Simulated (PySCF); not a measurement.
F2Ni, SMILES [F][Ni+][F] (connectivity only; charge and spin as stated), charge +1, multiplicity 4. Coordinates come from a B3LYP-D3(BJ)/def2-TZVP optimisation. The multiplicity is an assumed one; other spin states were not compared.

Calculation: B3LYP-D3(BJ)/def2-TZVP in PySCF.

Harmonic wavenumbers (cm⁻¹): 130, 130, 703, 886. Rotational constants (GHz): 4.888 (linear); symmetry number 2.

Q: Work out the zero-point energy and the ideal-gas rigid-rotor harmonic-oscillator thermochemistry at 298.15 K and 1 atm.

A: ZPE = ½ Σ hcν = ½ × 1849 cm⁻¹ = 2.64 kcal/mol. H − E(el) = 5.67 kcal/mol. Entropy in cal/(mol K): translation 39.62, rotation 14.81, vibration 6.34, spin 2.75, total 63.53. G − E(el) = -13.27 kcal/mol. Cp = 12.14 cal/(mol K). Modes under 150 cm⁻¹ make the vibrational entropy uncertain.
